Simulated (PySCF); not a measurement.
Job file and geometry (Å, from GFN2-xTB) of an NMR shielding run on SMILES CO[B-](OC)(OC)OC, [C4H12BO4]-, GIAO PBE0/pcSseg-1 NMR shielding, non-relativistic, gas phase (PySCF 2.14.0, density-fitted response routines); density fitting, a coarse starting grid and PySCF grid level 2 are the driver's defaults:

```
{"job": {"kind": "nmr", "xc": "PBE0", "basis": "pcSseg-1"}, "charge": -1, "multiplicity": 1}
C     -0.782408    -0.888797     2.117052
O      0.264660    -0.290329     1.435290
B      0.000116     0.001130    -0.000869
O     -0.393709    -1.270003    -0.669041
C     -0.727060    -1.153053    -2.008641
O     -1.106861     0.981890    -0.176076
C     -0.867754     2.239682     0.352990
O      1.236137     0.582728    -0.593856
C      2.375096    -0.194679    -0.461082
H     -1.717866    -0.320540     2.005582
H     -0.516438    -0.931045     3.182939
H     -0.969292    -1.909497     1.753763
H     -0.873179    -2.164428    -2.414250
H      0.065758    -0.650788    -2.582759
H     -1.652147    -0.574911    -2.145219
H     -1.797220     2.822622     0.283137
H     -0.073818     2.764822    -0.197245
H     -0.559965     2.185299     1.407812
H      2.693000    -0.269206     0.588764
H      2.214671    -1.217724    -0.832590
H      3.179359     0.273771    -1.046172
```

Question: What does the program print?

Answer: 
```
coarse grid: 17216 points
cycle   1  E = -484.5834103006  dE =  1.018e+00  |g| = 1.190e+00  |ddm| = 3.740e+00
cycle   2  E = -484.2213732847  dE =  3.620e-01  |g| = 1.840e+00  |ddm| = 3.489e+00
cycle   3  E = -484.8630697984  dE = -6.417e-01  |g| = 9.277e-02  |ddm| = 2.417e+00
cycle   4  E = -484.8642385608  dE = -1.169e-03  |g| = 5.401e-02  |ddm| = 8.477e-02
cycle   5  E = -484.8649206602  dE = -6.821e-04  |g| = 6.892e-03  |ddm| = 4.110e-02
cycle   6  E = -484.8649298414  dE = -9.181e-06  |g| = 4.936e-04  |ddm| = 5.685e-03
final grid: 165336 points
cycle   7  E = -484.9546327060  dE = -5.493e-05  |g| = 1.524e-02  |ddm| = 2.684e-02
cycle   8  E = -484.9545993349  dE =  3.337e-05  |g| = 2.057e-02  |ddm| = 1.966e-02
cycle   9  E = -484.9546745201  dE = -7.519e-05  |g| = 1.385e-03  |ddm| = 1.264e-02
cycle  10  E = -484.9546749454  dE = -4.253e-07  |g| = 1.446e-04  |ddm| = 1.662e-03
cycle  11  E = -484.9546749499  dE = -4.503e-09  |g| = 5.159e-05  |ddm| = 1.471e-04
cycle  12  E = -484.9546749504  dE = -5.352e-10  |g| = 1.304e-05  |ddm| = 4.971e-05
converged SCF energy = -484.9546749504

GIAO shielding tensors (ppm)
atom      isotropic    diamagn.    paramagn.     s11        s22        s33       span
  0 C      133.965     241.869    -107.904    108.245    110.913    182.736     74.490
  1 O      322.048     400.097     -78.049    284.921    317.354    363.869     78.947
  2 B       99.689     191.229     -91.541     97.817     97.833    103.415      5.598
  3 O      322.021     400.103     -78.081    284.728    317.407    363.930     79.202
  4 C      133.966     241.857    -107.890    108.280    110.875    182.745     74.465
  5 O      322.060     400.099     -78.039    284.840    317.330    364.010     79.170
  6 C      133.978     241.860    -107.883    108.208    110.954    182.771     74.563
  7 O      321.988     400.094     -78.106    284.719    317.295    363.951     79.231
  8 C      133.974     241.858    -107.883    108.234    110.929    182.760     74.527
  9 H       28.153      30.612      -2.459     23.718     26.465     34.275     10.557
 10 H       28.665      29.400      -0.735     24.234     26.266     35.495     11.260
 11 H       28.072      30.456      -2.384     23.173     26.561     34.483     11.310
 12 H       28.664      29.395      -0.731     24.233     26.266     35.493     11.260
 13 H       28.156      30.607      -2.451     23.717     26.461     34.289     10.572
 14 H       28.069      30.454      -2.385     23.165     26.568     34.474     11.310
 15 H       28.666      29.398      -0.732     24.236     26.265     35.496     11.260
 16 H       28.078      30.445      -2.367     23.182     26.551     34.501     11.319
 17 H       28.147      30.613      -2.466     23.712     26.467     34.260     10.547
 18 H       28.074      30.453      -2.379     23.175     26.561     34.488     11.313
 19 H       28.151      30.612      -2.461     23.717     26.460     34.277     10.560
 20 H       28.666      29.398      -0.731     24.238     26.266     35.495     11.258
```

Size and cost of the density-fitted run: 213 basis functions, 35 s wall time on 1 thread of an x86-64 server CPU, shared host.
